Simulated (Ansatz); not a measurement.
Cl2H2O3W (`[O]=[W]([OH])([OH])([Cl])[Cl]`) at its PBE0-D4/def2-TZVP geometry, where that method's forces vanish. Charge 0, multiplicity 1. W: def2 effective core potential.

```
atom   x (Å)   y (Å)   z (Å)
  O1  -0.131   1.938   0.525
  W2   0.069   0.293   0.263
  O3  -1.588  -0.354   0.835
  O4   1.647   0.292  -0.740
 Cl5   1.130  -0.559   2.092
 Cl6  -0.810  -0.410  -1.832
  H7  -2.151  -0.998   0.398
  H8   1.834  -0.203  -1.541
```

Problem. For each bond, give half the difference of the two atoms' forces along it (eV/Å; positive pushes the atoms apart) under PBE-D4, r2SCAN-D4, B3LYP-D4, ωB97M-V in def2-TZVPP. (Estimate.)

Solution. Ansatz gave: 
```
  bond  length (Å)  PBE-D4  r2SCAN-D4  B3LYP-D4  ωB97M-V
 O1–W2       1.678    1.16       0.57      0.36    -0.55
 W2–O3       1.869    0.12       0.11      0.19     0.06
 W2–O4       1.869    0.12       0.11      0.19     0.06
W2–Cl5       2.279    0.01       0.01      0.17     0.19
W2–Cl6       2.378   -0.02      -0.02      0.16     0.11
 O3–H7       0.960    0.26      -0.05     -0.12    -0.05
 O4–H8       0.960    0.26      -0.05     -0.12    -0.05
```

B3LYP here is the variant with VWN-RPA as its local correlation; programs differ in this.
